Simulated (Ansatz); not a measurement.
Mulliken charges of `CN[SiH2]Cl` from ωB97M-V/def2-TZVPP in Ansatz (PBE0-D4/def2-TZVP geometry).

```tsv
atom	x (Å)	y (Å)	z (Å)	charge (e)
C1	-0.242	1.264	0.565	-0.238
N2	-0.437	0.246	-0.449	-0.298
Si3	0.478	-1.180	-0.542	0.387
Cl4	0.138	-2.533	0.994	-0.251
H5	-0.833	1.088	1.471	0.127
H6	-0.494	2.254	0.175	0.119
H7	0.810	1.289	0.857	0.108
H8	-1.369	0.230	-0.831	0.102
H9	0.120	-1.874	-1.798	-0.026
H10	1.913	-0.836	-0.438	-0.030
```

Question: By hand: the dipole of these point charges (1 e Å = 4.8032 D).

Answer: Σ q r = (0.061, 0.448, -0.185) e Å, of length 0.489 e Å = 2.35 D.

Question: How does the dipole of the full density compare? (Best estimate.)

Answer: Ansatz gave: (-0.164, 0.401, -0.134) e Å, 2.18 D; the point charges give 1.08 times that, at 29° from its direction.

Point charges leave out the atoms' own dipoles, such as those of lone pairs, and Mulliken's split depends on the basis, so the two needn't agree.
